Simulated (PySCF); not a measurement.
# Frontier orbitals and the lowest excitations

Species: B2FH7N2.
Cartesian coordinates in Å at the PBE0-D3(BJ)/def2-SVP level; atoms count from 1:
```xyz
12
B2FH7N2 angstrom
F      1.737    0.092   -1.160
B      0.974   -0.058   -0.022
N     -0.256   -1.036   -0.287
B     -1.214    0.171    0.139
N      0.012    1.196    0.188
H      1.582   -0.346    0.995
H     -0.327   -1.313   -1.264
H     -0.289   -1.871    0.291
H     -2.030    0.452   -0.719
H     -1.676   -0.010    1.249
H      0.142    1.712    1.053
H      0.052    1.851   -0.591
```

The calculation used PySCF 2.14.0, density-fitted response routines, TDDFT B3LYP/def2-SVPD, vertical, gas phase, core orbitals frozen in the response.

Kohn–Sham orbitals with the atoms that hold most of them (Löwdin shares over 4%, at most four atoms; ? is withheld):

| orbital | ε (eV) | atoms |
| --- | --- | --- |
| HOMO-3 | -9.73 | F1 46%, N5 19%, N3 17%, B2 9% |
| HOMO-2 | -9.73 | B4 21%, F1 17%, B2 14%, H6 13% |
| HOMO-1 | -8.40 | ? |
| HOMO | -7.91 | ? |
| LUMO | -0.06 | B4 27%, B2 22%, H11 9%, H8 9% |
| LUMO+1 | 0.43 | H8 13%, H11 13%, H7 11%, H12 11% |
| LUMO+2 | 0.92 | B2 19%, B4 17%, H9 9%, H6 8% |

Question: Give the leading atoms of the HOMO.

Answer: B2 (bonded to F, 2 N and H) 17%; H6 (bonded to B) 16%; N3 (bonded to 2 B and 2 H) 14%; N5 (bonded to 2 B and 2 H) 14%. By element: nitrogen 28%, boron 17% or more, hydrogen 16% or more.

Question: Give the leading atoms of the HOMO-1.

Answer: B4 (bonded to 2 N and 2 H) 38%; H10 (bonded to B) 26%; H9 (bonded to B) 14%; N3 (bonded to 2 B and 2 H) 6%. By element: hydrogen 40% or more, boron 38% or more, nitrogen 6% or more.

Question: The HOMO–LUMO gap is 7.85 eV. Where does the response calculation put the lowest singlet, and from which orbitals?

Answer: S1 is at 6.96 eV (f = 0.0057), 0.89 eV below the gap, made of HOMO→LUMO (99%). 

Question: Give energy, strength and leading configuration of S1, S2, S3 and S4, and follow the Löwdin shares of the leading atoms from the occupied to the empty orbital.

Answer: 
- S1 (6.96 eV, f 0.0057), HOMO→LUMO (99%): B2 17% → 22%, H6 16% → at most 9%, B4 at most 15% → 27%
- S2 (7.34 eV, f 0.0002), HOMO→LUMO+1 (99%): B2 17% → at most 11%, H6 16% → at most 11%, H8 at most 15% → 13%, H11 at most 15% → 13%
- S3 (7.41 eV, f 0.013), HOMO-1→LUMO (98%): B4 38% → 27%, H10 26% → at most 9%, B2 at most 7% → 22%
- S4 (7.85 eV, f 0.0000), HOMO-1→LUMO+1 (99%): B4 38% → at most 11%, H10 26% → at most 11%, H8 at most 7% → 13%, H11 at most 7% → 13%

On x86-64 server, one thread, no GPU (shared host), this took 36 s wall.

One conformer stands for the species.
